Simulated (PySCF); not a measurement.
## Structure elucidation problem

Molecular formula: C3H9F2NSi2. Simulated spectra:

1H NMR (300 MHz, computed): δ 6.20 (m, 1H), 4.49 (m, 1H), 3.51 (d, 3H), 1.35 (d, 3H), 0.04 (br s, 1H).

13C{1H} NMR (computed): δ 137.3 (C), 74.2 (CH), 22.8 (CH3).

- GFN2-xTB geometry
- GIAO PBE0/pcSseg-1 shieldings
- code: PySCF 2.14.0 with density-fitted response routines
- no relativistic terms, single conformer, fast rotation and ring inversion assumed for equivalent nuclei, no solvent model

References, each an isolated molecule treated in the same way: 1H and 13C against TMS.

Problem. Deduce the structure.

Solution. 
- The formula gives 1 degree of unsaturation (1 ring in the answer).
- 3 carbon signals for 3 carbons: no two carbons are equivalent.
- Carbon types of the structure: 1 × C, 1 × CH, 1 × CH3, leaving 5 H on heteroatoms.
- δC 137.3: fully substituted sp3 carbon bonded to 2 F and Si; 2 electronegative neighbours deshield it.
- δC 74.2: sp3 CH bonded to N; the inductive effect lowers its shielding.
- δC 22.8: methyl carbon; saturated and bonded to C and H only.
- δH 4.49: hydrogen on an sp3 CH bonded to N; its carbon carries N, hence the downfield position.
- δH 3.51: hydrogen on a silicon bonded to Si.
- δH 1.35: hydrogen on a methyl carbon.
- δH 0.04: hydrogen on a nitrogen bonded to C, Si, in a 4-membered ring; labile proton, position sensitive to the medium.

The compound is `C[C@@H]1N[Si@H]([SiH3])C1(F)F`.

This is the structure that produced the data.

The OH or NH signal is concentration- and solvent-dependent in practice; the value given is the gas-phase one. Splittings by 19F in the carbon and heteronuclear signals aren't shown, as no couplings were computed. Shifts are as computed. Against solution values, carbons near 30 ppm lie about +3 ppm off and those near 130 ppm about +5 ppm. Of 1309 compounds with measured shifts, 239 miss one by over three times the rms of a fit or turn the order of signals round; such compounds aren't used in these exercises. No couplings were computed; multiplicities are counted from neighbouring protons, with m where these are inequivalent, close in shift, in a saturated or five-membered ring or joined by F or P, and br s for small geminal =CH2 splittings.
